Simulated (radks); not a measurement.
Task: Species: the vanadium ion V0.5+. Configuration: [Ar] 3d3 4s1.5 (fractional occupations, a model configuration). Method: Dirac Kohn-Sham, PBEsol, spin-unpolarised, spherical densities, point nucleus; open shells are shared between the two j in proportion to 2j + 1; computed with a radial shooting solver on a logarithmic mesh with Libxc functionals. Some entries of the table are withheld. Estimate them.

orbital,occ.,eigenvalue (hartree),r(max) (bohr),<1/r> (bohr^-1)
1s1/2,2,-197.0160,(1),22.82
2s1/2,2,-22.24547,0.2559,4.808
2p1/2,2,-18.77795,(2),4.746
2p3/2,4,-18.51749,(3),4.680
3s1/2,2,-2.70647,0.8199,1.487
3p1/2,2,(4),0.8408,1.361
3p3/2,4,(5),0.8475,1.347
3d3/2,1.2,-0.32326,(6),(7)
3d5/2,1.8,-0.32081,(8),(9)
4s1/2,1.5,-0.28373,2.683,(10)

Result: 
(1) 1s1/2 r(max) (bohr): 0.04352
(2) 2p1/2 r(max) (bohr): 0.2066
(3) 2p3/2 r(max) (bohr): 0.2088
(4) 3p1/2 eigenvalue (hartree): -1.76859
(5) 3p3/2 eigenvalue (hartree): -1.73799
(6) 3d3/2 r(max) (bohr): 0.8903
(7) 3d3/2 <1/r> (bohr^-1): 0.9700
(8) 3d5/2 r(max) (bohr): 0.8927
(9) 3d5/2 <1/r> (bohr^-1): 0.9665
(10) 4s1/2 <1/r> (bohr^-1): 0.4097
